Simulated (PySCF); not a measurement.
Simulation results for GeH5O2Si, GeH2O, Ge2H4NO, ClGeHO and others

All values are calculated (PySCF 2.14.0). Calculation on a computer-drawn molecule: the log of a Hartree-Fock and frozen-core CCSD(T) single point meant for a local Hartree-Fock minimum, with one planted fault or none, to be diagnosed. Offsets are logged minus clean, where the clean run is the same molecule without the fault. The reference is restricted for singlets and unrestricted otherwise, and also for a bond in bohr or an excited solution. Adding or removing an electron swaps singlet and doublet. The excited solution moves the top pair (singlet) or top alpha electron (doublet) to the lowest empty orbital. Highest occupied and lowest empty are orbital energies over both spins, largest force is the largest gradient component, triples share is (T) over the correlation energy, the T1 limit is 0.02 restricted and 0.045 unrestricted, electrons count all cores, a negative frequency is imaginary (commonest isotopes), and the dipole is about the centre of nuclear charge; on germanium a core potential holds 10 electrons, which the energies leave out, and 3d is frozen in MP2 and coupled-cluster steps.

Common to all runs: meant basis and core potential on germanium cc-pVDZ-PP ECP10MDF; logged SCF converged yes; logged CC converged yes; logged SCF stable within its kind yes; possible faults no fault, one electron removed, one electron added, multiplicity raised by two, geometry at a saddle point, SCF held on an excited solution, minimal basis STO-3G, one bond length entered in bohr, all coordinates scaled.

(1) 
```xyz
9
formula=GeH5O2Si meant_charge=0 meant_multiplicity=2 meant_basis=cc-pV(D+d)Z logged_electrons=67 logged_basis_functions=99 logged_spin_squared=3.7611 logged_highest_occupied=-3.2389 logged_lowest_empty=-1.4319 logged_largest_force=0.13678 logged_T1_diagnostic=0.05573 logged_D1_diagnostic=0.3774 logged_triples_share=0.029439 logged_dipole_magnitude=2.848 logged_energy_HF=-734.72371 logged_energy_CCSD(T)=-735.3222 planted_fault=multiplicity_raised_by_two HF_energy_offset_from_clean_run=169.9 CCSD(T)_energy_offset_from_clean_run=172.3
O     -0.6512    -1.2040     2.5994
Ge     0.5205     0.0892     2.3232
O      1.6779    -0.4486     1.0963
Si     1.8286    -0.8430    -0.4895
H     -0.2907    -2.0227     2.9091
H      1.3450     0.3673     3.5709
H     -0.2878     1.2606     1.7944
H      0.7813    -0.1664    -1.3000
H      1.7184    -2.3124    -0.6739
```

Units: logged_highest_occupied, logged_lowest_empty in eV; logged_largest_force in hartree/bohr; logged_dipole_magnitude in debye; logged_energy_HF, logged_energy_CCSD(T) in hartree; HF_energy_offset_from_clean_run, CCSD(T)_energy_offset_from_clean_run in kcal/mol.

Drawn bonds:
```
atom  other atom  order
   1           2      1
   2           3      1
   3           4      1
   1           5      1
   2           6      1
   2           7      1
   4           8      1
   4           9      1
```

Notes: T1 above single-reference limit.

(2) 
```xyz
4
formula=GeH2O meant_charge=0 meant_multiplicity=1 meant_basis=cc-pVDZ logged_electrons=42 logged_basis_functions=47 logged_spin_squared=0 logged_highest_occupied=-9.3902 logged_lowest_empty=0.94501 logged_largest_force=5.843e-06 logged_lowest_frequency=598.55 logged_T1_diagnostic=0.020604 logged_D1_diagnostic=0.061915 logged_triples_share=0.024056 logged_dipole_magnitude=1.3759 logged_energy_HF=-369.40136 logged_energy_CCSD(T)=-369.70106 planted_fault=no_fault HF_energy_offset_from_clean_run=0 CCSD(T)_energy_offset_from_clean_run=0
O     -0.8598     2.1143     0.9308
Ge     0.5016     3.2637     0.9652
H     -0.7904     1.3335     1.4616
H      1.4175     2.4410     1.9942
```

Units: logged_highest_occupied, logged_lowest_empty in eV; logged_largest_force in hartree/bohr; logged_lowest_frequency in cm⁻¹; logged_dipole_magnitude in debye; logged_energy_HF, logged_energy_CCSD(T) in hartree; HF_energy_offset_from_clean_run, CCSD(T)_energy_offset_from_clean_run in kcal/mol.

Drawn bonds:
```
atom  other atom  order
   1           2      1
   1           3      1
   2           4      1
```

Notes: T1 above single-reference limit.

(3) 
```xyz
8
formula=Ge2H4NO meant_charge=0 meant_multiplicity=2 meant_basis=cc-pVDZ logged_electrons=82 logged_basis_functions=94 logged_spin_squared=0 logged_highest_occupied=-16.032 logged_lowest_empty=-5.8777 logged_largest_force=0.087705 logged_T1_diagnostic=0.024413 logged_D1_diagnostic=0.078525 logged_triples_share=0.036078 logged_dipole_magnitude=5.2198 logged_energy_HF=-718.07935 logged_energy_CCSD(T)=-718.66264 planted_fault=one_electron_removed HF_energy_offset_from_clean_run=159.1 CCSD(T)_energy_offset_from_clean_run=158.1
O     -2.6915    -1.2352     2.4486
Ge    -1.6907    -0.1856     1.4705
N     -0.6365     0.8596     2.2239
Ge     0.5178     2.0566     1.4571
H     -3.2746    -1.8100     1.9734
H     -2.0094    -0.4592     0.0060
H      0.1710     3.4784     1.9467
H      1.9600     1.7151     1.8870
```

Units: logged_highest_occupied, logged_lowest_empty in eV; logged_largest_force in hartree/bohr; logged_dipole_magnitude in debye; logged_energy_HF, logged_energy_CCSD(T) in hartree; HF_energy_offset_from_clean_run, CCSD(T)_energy_offset_from_clean_run in kcal/mol.

Drawn bonds:
```
atom  other atom  order
   1           2      1
   2           3      2
   3           4      1
   1           5      1
   2           6      1
   4           7      1
   4           8      1
```

Notes: T1 above single-reference limit.

(4) 
```xyz
8
formula=Ge2H4NO meant_charge=0 meant_multiplicity=2 meant_basis=cc-pVDZ logged_electrons=83 logged_basis_functions=94 logged_spin_squared=1.0527 logged_highest_occupied=-7.8245 logged_lowest_empty=1.2234 logged_largest_force=0.019372 logged_T1_diagnostic=0.038137 logged_D1_diagnostic=0.18009 logged_triples_share=0.035018 logged_dipole_magnitude=5.0966 logged_energy_HF=-718.2573 logged_energy_CCSD(T)=-718.83166 planted_fault=one_bond_length_entered_in_bohr,row_6_of_the_drawn_bonds HF_energy_offset_from_clean_run=47.47 CCSD(T)_energy_offset_from_clean_run=52.01
O     -2.6915    -1.2352     2.4486
Ge    -1.6907    -0.1856     1.4705
N     -0.6365     0.8596     2.2239
Ge     0.5178     2.0566     1.4571
H     -3.2746    -1.8100     1.9734
H     -2.0094    -0.4592     0.0060
H     -0.1375     4.7434     2.3824
H      1.9600     1.7151     1.8870
```

Units: logged_highest_occupied, logged_lowest_empty in eV; logged_largest_force in hartree/bohr; logged_dipole_magnitude in debye; logged_energy_HF, logged_energy_CCSD(T) in hartree; HF_energy_offset_from_clean_run, CCSD(T)_energy_offset_from_clean_run in kcal/mol.

Drawn bonds:
```
atom  other atom  order
   1           2      1
   2           3      2
   3           4      1
   1           5      1
   2           6      1
   4           7      1
   4           8      1
```

(5) 
```xyz
9
formula=GeH5O2Si meant_charge=0 meant_multiplicity=2 meant_basis=cc-pV(D+d)Z logged_electrons=67 logged_basis_functions=99 logged_spin_squared=0.7713 logged_highest_occupied=-8.6268 logged_lowest_empty=0.59249 logged_largest_force=0.038058 logged_T1_diagnostic=0.019917 logged_D1_diagnostic=0.089128 logged_triples_share=0.025786 logged_dipole_magnitude=2.3613 logged_energy_HF=-734.95955 logged_energy_CCSD(T)=-735.58069 planted_fault=all_coordinates_scaled,by_+4.2_% HF_energy_offset_from_clean_run=8.57 CCSD(T)_energy_offset_from_clean_run=2.62
O      1.5686     0.6686    -0.9675
Ge     1.5789     0.8260     0.8783
O      0.6900    -0.7379     1.3790
Si     0.2432     2.9175     1.4708
H      1.3514    -0.2423    -1.2840
H      0.7675    -0.9918     2.3289
H      0.1675     3.0030     3.0102
H     -1.1812     2.8692     0.8817
H      1.0049     4.1419     0.9273
```

Units: logged_highest_occupied, logged_lowest_empty in eV; logged_largest_force in hartree/bohr; logged_dipole_magnitude in debye; logged_energy_HF, logged_energy_CCSD(T) in hartree; HF_energy_offset_from_clean_run, CCSD(T)_energy_offset_from_clean_run in kcal/mol.

Drawn bonds:
```
atom  other atom  order
   1           2      1
   2           3      1
   2           4      1
   1           5      1
   3           6      1
   4           7      1
   4           8      1
   4           9      1
```

(6) 
```xyz
4
formula=ClGeHO meant_charge=0 meant_multiplicity=1 meant_basis=cc-pV(D+d)Z logged_electrons=58 logged_basis_functions=65 logged_spin_squared=2.0164 logged_highest_occupied=-7.6933 logged_lowest_empty=-1.3683 logged_largest_force=0.019347 logged_T1_diagnostic=0.019181 logged_D1_diagnostic=0.07989 logged_triples_share=0.025393 logged_dipole_magnitude=3.994 logged_energy_HF=-828.30588 logged_energy_CCSD(T)=-828.72305 planted_fault=multiplicity_raised_by_two HF_energy_offset_from_clean_run=58.71 CCSD(T)_energy_offset_from_clean_run=71.75
O      0.4701     1.1763     1.3714
Ge    -1.0029     0.8501     0.4389
Cl    -2.4002     0.9099     2.1433
H      1.2726     1.2096     0.8670
```

Units: logged_highest_occupied, logged_lowest_empty in eV; logged_largest_force in hartree/bohr; logged_dipole_magnitude in debye; logged_energy_HF, logged_energy_CCSD(T) in hartree; HF_energy_offset_from_clean_run, CCSD(T)_energy_offset_from_clean_run in kcal/mol.

Drawn bonds:
```
atom  other atom  order
   1           2      1
   2           3      1
   1           4      1
```

(7) 
```xyz
7
formula=GeH3NOSi meant_charge=0 meant_multiplicity=1 meant_basis=cc-pV(D+d)Z logged_electrons=63 logged_basis_functions=89 logged_spin_squared=0.7705 logged_highest_occupied=-14.799 logged_lowest_empty=-6.2132 logged_largest_force=0.063969 logged_T1_diagnostic=0.034997 logged_D1_diagnostic=0.1824 logged_triples_share=0.03081 logged_dipole_magnitude=9.085 logged_energy_HF=-713.08618 logged_energy_CCSD(T)=-713.61677
O      1.2922     1.5978     2.1022
Ge     0.2614     0.5090     1.1229
N     -0.8215     1.7428     0.3435
Si    -1.8656     2.5956    -0.4427
H      1.0872     2.5205     2.0269
H     -3.1987     2.9626     0.0676
H     -1.6424     3.1576    -1.7868
```

Units: logged_highest_occupied, logged_lowest_empty in eV; logged_largest_force in hartree/bohr; logged_dipole_magnitude in debye; logged_energy_HF, logged_energy_CCSD(T) in hartree.

Drawn bonds:
```
atom  other atom  order
   1           2      1
   2           3      1
   3           4      2
   1           5      1
   4           6      1
   4           7      1
```

(8) 
```xyz
7
formula=Al2GeH3O meant_charge=1 meant_multiplicity=1 meant_basis=cc-pV(D+d)Z logged_electrons=68 logged_basis_functions=98 logged_spin_squared=0 logged_highest_occupied=-14.742 logged_lowest_empty=-6.6113 logged_largest_force=0.032948 logged_T1_diagnostic=0.037753 logged_D1_diagnostic=0.11634 logged_triples_share=0.040144 logged_dipole_magnitude=10.058 logged_energy_HF=-853.5122 logged_energy_CCSD(T)=-853.9474
O      0.2676    -1.3480     3.2983
Al     0.8754    -1.6748     1.9306
Ge     1.6320    -2.0238    -0.4229
Al     0.7406    -1.1706    -2.6941
H      2.8406    -2.9151    -0.3895
H      1.4089     0.1513    -3.0389
H     -0.2840    -2.1535    -3.2394
```

Units: logged_highest_occupied, logged_lowest_empty in eV; logged_largest_force in hartree/bohr; logged_dipole_magnitude in debye; logged_energy_HF, logged_energy_CCSD(T) in hartree.

Drawn bonds:
```
atom  other atom  order
   1           2      2
   2           3      1
   3           4      1
   3           5      1
   4           6      1
   4           7      1
```

Notes: T1 above single-reference limit.

**Q.** Give the missing planted fault for GeH3NOSi (entry 7).
**A.** one electron removed

**Q.** Which fault was planted in the run of Al2GeH3O (entry 8)?
**A.** all coordinates scaled, by -2.1 %

Further results for GeH3NOSi (entry 7):

* HF energy offset from clean run: 184.2 kcal/mol
* CCSD(T) energy offset from clean run: 211.7 kcal/mol

Further results for Al2GeH3O (entry 8):

- HF energy offset from clean run: 1.796 kcal/mol
- CCSD(T) energy offset from clean run: 4.275 kcal/mol
